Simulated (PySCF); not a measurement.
Delta-SCF ions had no search for a lower state. Excitations are Tamm–Dancoff values on a coarser integration grid. The basis has no diffuse functions, so Rydberg states are missing or too high.

Z-matrix (Å, degrees):
```
Ge
H 1 1.5431
H 1 1.5434 2 107.51
Ge 1 2.4264 2 108.81 3 -117.63
H 4 1.5415 1 109.89 2 -62.76
H 4 1.5430 5 107.91 1 119.35
Ge 1 2.4278 2 109.90 3 119.55
H 7 1.5451 1 108.20 2 63.33
H 7 1.5452 8 106.86 1 -116.33
Ge 4 2.4288 5 108.92 6 118.26
H 10 1.5375 4 110.47 5 61.12
H 10 1.5435 11 110.15 4 -120.96
C 10 2.0041 11 108.30 12 -119.20
O 13 1.2001 10 122.23 11 -27.78
H 13 1.1264 14 120.68 10 178.10
Ge 7 2.4407 8 110.08 9 -119.56
H 16 1.5408 7 109.10 8 -61.61
H 16 1.5409 17 110.09 7 119.61
N 16 1.8431 17 106.78 18 115.57
H 19 1.0173 16 113.75 17 58.93
H 19 1.0173 20 107.86 16 -127.22
```
Charge 0, multiplicity 1.

Q: Give the dipole moment, total energy, HOMO, S1–T1 gap (TDA) and vertical ionisation energy (Delta-SCF) at the level PBE-D3(BJ)/def2-TZVP // PBE0-D4/def2-SVP run with PySCF.

A: 
- dipole moment: 2.45 D
- total energy: -10559.2435 Ha
- HOMO: -5.46 eV
- S1–T1 gap (TDA): 0.60 eV
- vertical ionisation energy (Delta-SCF): 7.42 eV
